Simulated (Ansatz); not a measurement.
BrCl2HSn, SMILES `[Cl][SnH]([Cl])[Br]`, relaxed with RKS PBE-D4/def2-SVP in Ansatz from a rough embedded geometry. The force threshold is 0.03 eV/Å; the program also tests the step.

Charge 0, multiplicity 1. Sn: def2 effective core potential.

Start:

```xyz
5

Cl    0.929   -0.424    2.133
Sn    0.077   -0.051   -0.066
Cl    0.304    2.217   -0.667
Br   -2.292   -0.676   -0.208
H     0.982   -1.067   -1.191
```

Problem. By how much does the energy fall, and how many steps does the optimiser take? (An estimate is asked.)

Solution. The calculation gave: 0.05 eV, in 3 steps.

Problem. Which bonds change most? (Best estimate.)

Solution. Ansatz gave: Sn2–H5 from 1.766 to 1.720 Å; Sn2–Br4 from 2.454 to 2.493 Å; Cl1–Sn2 from 2.388 to 2.354 Å; Sn2–Cl3 from 2.357 to 2.354 Å.

Problem. Give the relaxed structure. (An estimate is asked.)

Solution. Ansatz gave: 
```xyz
5

Cl    0.880   -0.384    2.096
Sn    0.103   -0.090   -0.106
Cl    0.319    2.195   -0.629
Br   -2.320   -0.672   -0.159
H     1.018   -1.050   -1.202
```
